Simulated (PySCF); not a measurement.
C₂H₆AuClS, charge +1, multiplicity 2. Atoms are numbered in the order given.

```xyz
11

Au     0.4222     0.1798     0.0000
Cl     2.5822    -0.5275     0.0000
C     -2.5660    -0.5487    -1.4307
S     -1.8916     0.3485     0.0000
C     -2.5660    -0.5487     1.4307
H     -2.2753    -1.6072    -1.3828
H     -3.6593    -0.4373    -1.4027
H     -2.1611    -0.0695    -2.3316
H     -2.2753    -1.6072     1.3828
H     -2.1611    -0.0695     2.3316
H     -3.6593    -0.4373     1.4027
```
Charge +1, spin multiplicity 2.

Geometry: B3LYP-D3(BJ)/def2-SVP. The multiplicity is an assumed one; other spin states were not compared. The isomer is the one that the SMILES or the coordinates give; other isomers of the formula were not compared. The def2 effective core potentials stand for the cores of Au; spin–orbit coupling is left out.

Calculation: TDA-LC-ωPBE/def2-SVPD (PySCF).

Vertical excitations. Isolated molecule, no solvent.

Computed lowest excited states:
```csv
state,energy (eV),λ (nm),f,main pairs
root 1,0.27,4615,0.000,β HOMO−2→LUMO 95 %
root 2,0.75,1648,0.000,β HOMO−1→LUMO 86 %
root 3,1.64,757,0.092,β HOMO→LUMO 72 %
root 4,1.99,622,0.000,β HOMO−3→LUMO 98 %
root 5,2.05,603,0.020,β HOMO−4→LUMO 90 %
root 6,2.95,421,0.000,"β HOMO−8→LUMO 58 %, β HOMO−7→LUMO 30 %"
root 7,3.08,402,0.086,"β HOMO−5→LUMO 44 %, β HOMO−10→LUMO 18 %, β HOMO−6→LUMO 15 %, β HOMO−1→LUMO 8 %"
root 8,3.99,311,0.003,β HOMO−6→LUMO 75 %
root 9,5.56,223,0.002,"α HOMO→LUMO 33 %, α HOMO−1→LUMO 19 %, β HOMO→LUMO+1 22 %, β HOMO−1→LUMO+1 17 %"
root 10,5.76,215,0.007,"β HOMO−10→LUMO 45 %, β HOMO−5→LUMO 25 %, β HOMO−13→LUMO 20 %"
```
Unrestricted roots are not spin-pure.
